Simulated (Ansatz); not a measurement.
SnOF2, SMILES [O]=[Sn]([F])[F].

Geometry optimised at B3LYP-D3(BJ)/def2-SVP. The def2 effective core potentials stand for the cores of Sn; spin–orbit coupling is left out.

Two levels are set side by side: PBE/def2-SVPD (Ansatz, a program for electronic structure) and CAM-B3LYP/def2-SVPD (Ansatz). Energy differences of separate SCF runs at the same geometry; the states with an electron removed or added have multiplicity 2 and 2. Differences are taken from unrounded values.

```csv
quantity,CAM-B3LYP
vertical ionisation energy (eV),11.34
vertical electron affinity (eV),2.37
vertical singlet–triplet gap (eV),2.10
```

### Question
What does PBE give, and how far is it from CAM-B3LYP? (The exact figures need the calculation; the answer reports its results.)

### Answer

```tsv
quantity	PBE	PBE minus CAM-B3LYP
vertical ionisation energy (eV)	11.39	0.05
vertical electron affinity (eV)	2.17	-0.20
vertical singlet–triplet gap (eV)	2.43	0.33
```
